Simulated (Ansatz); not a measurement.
A run for Ansatz (a quantum-chemistry and plane-wave program): U-PBE/def2-TZVPP on CdH2Se (SMILES [SeH][CdH]), a point of a bond scan (R = 4.517 Å). Elements past Kr take the def2 small-core potentials; no spin–orbit coupling.

Ansatz 0.2 input:
```yaml
crystal:
  periodic: [false, false, false]
  atoms:
    - {symbol: Cd, position_ang: [-0.57782857, -0.43492185, -0.71648612]}
    - {symbol: H, position_ang: [-3.14030888, -2.38021350, -3.88646616]}
    - {symbol: Se, position_ang: [0.83268525, 0.66552990, 1.01516222]}
    - {symbol: H, position_ang: [0.95136823, -0.59636766, 1.76637103]}
basis:
  gaussian:
    orbitals: def2-TZVPP
hamiltonian:
  xc: {name: PBE}
magnetization: {spin_polarized: true, initial_magnetization: 0}
```

Program output:

```
WARN ansatz: RAYON_NUM_THREADS=1 ignored (pool sized by the plan → 1); use --threads N
Functional definition: PBE
integrals: 0.04 GiB planned
887 factors; their error is unknown
mean field: 0.44 GiB planned
mean field evaluation 1: about -69926.2577 eV, gradient 2.5e1 eV
mean field evaluation 2: about -69908.9508 eV, gradient 5.6e1 eV
mean field evaluation 4: about -69926.0288 eV, gradient 2.4e1 eV
mean field evaluation 8: about -69934.4180 eV, gradient 2.3e-1 eV
mean field evaluation 16: about -69934.5354 eV, gradient 9.5e-1 eV
mean field evaluation 32: about -69935.2584 eV, gradient 7.6e-1 eV
mean field evaluation 64: about -69931.9868 eV, gradient 1.2e1 eV
mean field -69935.23225726 eV, -2570.0723816513 hartree, gradient 4.9e-5 eV, S^2 0.994725; 7 other end points of the search recorded, 0 dependent functions left out
reference -69935.23229930 eV, -2570.0723831964 hartree; 28, 28 occupied and 104, 104 virtual orbitals, 887 factors
Total energy: -69935.23229930 eV, -2570.0723831964 hartree
```

The run converged. Its determinant has ⟨S²⟩ = 0.99, a mixture of spin states.

Cost: very roughly 23 core-seconds.
